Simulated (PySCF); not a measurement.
## Unknown compound

The spectra below were simulated for a compound C₄H₅F₃O₂.

¹H NMR (300 MHz, computed): δ 3.75 (s, 3H), 2.94 (m, 1H), 2.82 (m, 1H).

¹³C{¹H} NMR (computed): δ 132.2, 78.3, 56.8, 52.1.

Calculated, not measured (PySCF 2.14): GIAO PBE0/pcSseg-1 shieldings, geometry: GFN2-xTB. No relativistic terms, no solvent model, a single conformation, fast rotation and ring inversion assumed for equivalent nuclei.

Referencing at the same level of theory: TMS for ¹H and ¹³C.

**Question.** Which of these isomers gave the spectra?
A. CO[C@]1(C(F)(F)F)CO1
B. O=CCCOC(F)(F)F
C. F[C@H]1OCCOC1(F)F

**Answer.** A. 

The formula gives 1 degree of unsaturation (1 ring in the answer). 4 carbon signals for 4 carbons: no two carbons are equivalent. Carbon types of the structure: 2 × C, 1 × CH2, 1 × CH3, which accounts for all hydrogens. δC 132.2: CF3 carbon; 3 electronegative neighbours deshield it. δC 78.3, 52.1: epoxide ring carbon. δC 56.8: methyl carbon bonded to O; deshielded by the electronegative neighbour. δH 3.75: hydrogen on a methyl carbon bonded to O; its carbon carries O, hence the downfield position. δH 2.94, 2.82: hydrogen on an epoxide ring carbon; its carbon carries O, an electronegative neighbour.

The others: O=CCCOC(F)(F)F has carbons computed at 202.9, 130.8, 66.4, 48.4, with a different DEPT pattern; F[C@H]1OCCOC1(F)F would give 5 signals for carbon-bound and other non-exchanging H, not 3.

Splittings by ¹⁹F in the carbon and heteronuclear signals aren't shown, as no couplings were computed. Shifts are as computed. Against solution values, carbons near 30 ppm lie about +3 ppm off and those near 130 ppm about +5 ppm. Of 1309 compounds with measured shifts, 239 miss one by over three times the rms of a fit or turn the order of signals round; such compounds aren't used in these exercises. Multiplicities follow the n + 1 count of equivalent neighbours, as no J values were calculated; m marks all less simple cases, F and P coupling included.
